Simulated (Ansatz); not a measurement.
Two members of one family (BF3 adduct), computed with Ansatz in the gas phase. The two geometries come from different levels. Binding counts from free atoms in the multiplicity of their measured ground term, without zero-point energy. The structures are stationary points that may keep the symmetry of their start.

First: B(NH3)F3 (singlet, charge 0, r2SCAN-D4/def2-SVP geometry).

Cartesian coordinates in Å:
```
B -0.7391 -0.4221 -0.0913
N 0.7174 0.4099 0.0889
H 1.4980 -0.1626 -0.2383
H 0.8751 0.6436 1.0711
H 0.7017 1.2765 -0.4519
F -1.6729 0.4497 0.4008
F -0.5603 -1.5522 0.6612
F -0.8198 -0.6427 -1.4405
```

| level | HOMO (eV) | LUMO (eV) | gap (eV) | binding per atom (eV) |
| --- | --- | --- | --- | --- |
| PBE-D4/def2-SVP | -7.58 | -0.48 | 7.10 | 4.44 |
| PBE-D4/def2-TZVP | -8.09 | -1.03 | 7.06 | 4.36 |
| r2SCAN-D4/def2-TZVP | -8.61 | -0.19 | 8.42 | 4.27 |
| PBE0-D4/def2-SVP | -9.86 | 0.44 | 10.29 | 4.31 |
| PBE0-D4/def2-TZVP | -10.24 | -0.18 | 10.06 | 4.25 |

Second: B(IMe)F3 (singlet, charge 0, PBE-D4/def2-SVP geometry).

```xyz
19

B     0.501    1.342    1.378
C     0.055    0.258    0.188
N     0.051    0.360   -1.166
C     0.404    1.559   -1.921
C    -0.338   -0.842   -1.741
C    -0.580   -1.711   -0.707
N    -0.334   -1.015    0.462
C    -0.421   -1.557    1.816
H     1.274    1.349   -2.573
H    -0.455    1.875   -2.545
H     0.658    2.351   -1.195
H    -0.419   -0.972   -2.824
H    -0.908   -2.755   -0.711
H    -0.839   -0.774    2.474
H    -1.073   -2.449    1.808
H     0.589   -1.822    2.183
F    -0.587    1.440    2.264
F     0.804    2.587    0.803
F     1.618    0.776    2.008
```

**Question.** Estimate the same table for the second.

**Answer.** 
| level | HOMO (eV) | LUMO (eV) | gap (eV) | binding per atom (eV) |
| --- | --- | --- | --- | --- |
| PBE-D4/def2-SVP | -6.56 | -1.31 | 5.25 | 4.86 |
| PBE-D4/def2-TZVP | -6.67 | -1.48 | 5.19 | 4.77 |
| r2SCAN-D4/def2-TZVP | -6.86 | -1.30 | 5.56 | 4.62 |
| PBE0-D4/def2-SVP | -7.76 | -0.36 | 7.40 | 4.73 |
| PBE0-D4/def2-TZVP | -7.78 | -0.50 | 7.29 | 4.64 |
